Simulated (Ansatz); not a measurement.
Basis sets compared for trans-CoF2(H2O)4 (CoO4F2H8). Total charge 0; quartet. Geometry r2SCAN-D4/def2-SVP. Ansatz on 4 threads of Arm Neoverse V1 on a shared host; times are rough, and most runs start from earlier orbitals.

Cartesian coordinates in Å:
```
Co 0.0016 -0.0001 -0.0007
F 0.1458 0.2213 -1.9535
F -0.1425 -0.2241 1.9519
O -0.0385 -1.9894 -0.8906
H 0.8024 -2.4636 -0.8309
H 0.0494 -1.3861 -1.6844
O 0.0350 1.9885 0.8922
H -0.0496 1.3832 1.6850
H -0.8097 2.4561 0.8334
O -2.0702 -0.4066 0.3954
H -1.6833 -0.5274 1.3022
H -2.1905 -1.3061 0.0547
O 2.0723 0.4119 -0.3954
H 2.1907 1.3122 -0.0562
H 1.6871 0.5302 -1.3030
```

The 6-31G sets use Cartesian d functions. B3LYP takes the VWN-RPA correlation.

Binding counts from free atoms (Co quartet, F doublet, O triplet, H doublet) in the same basis, without a counterpoise term.

```csv
level,functions,energy (Eh),HOMO (eV),LUMO (eV),binding per atom (eV),wall time
PBE-D4/def2-SVP,155,-1886.9856,-3.98,-3.13,3.62,5.5 s
PBE-D4/def2-TZVP,279,-1887.8066,-4.75,-3.91,3.53,9.5 s
r2SCAN-D4/def2-TZVP (with forces),279,-1888.3207,-5.35,-3.29,3.50,57 s
B3LYP-D4/6-31G,99,-1888.0462,-6.19,-1.14,3.33,8 s
B3LYP-D4/def2-TZVP,279,-1888.6166,-7.22,-2.27,3.46,41 s
PBE0-D4/def2-SVP,155,-1887.0128,-7.10,-0.97,3.49,14 s
PBE0-D4/def2-TZVP (with forces),279,-1887.8167,-7.61,-1.56,3.43,42 s
```

Task: Estimate the rows for PBE-D4/def2-TZVPD, r2SCAN-D4/def2-TZVPD, PBE0-D4/def2-TZVPD.

Result: 
```
               level  functions  energy (Eh)  HOMO (eV)  LUMO (eV)  binding per atom (eV)  wall time
   PBE-D4/def2-TZVPD        360   -1887.8182      -4.84      -4.00                   3.54       18 s
r2SCAN-D4/def2-TZVPD        360   -1888.3307      -5.37      -3.31                   3.51       71 s
  PBE0-D4/def2-TZVPD        360   -1887.8270      -7.63      -1.59                   3.44       71 s
```
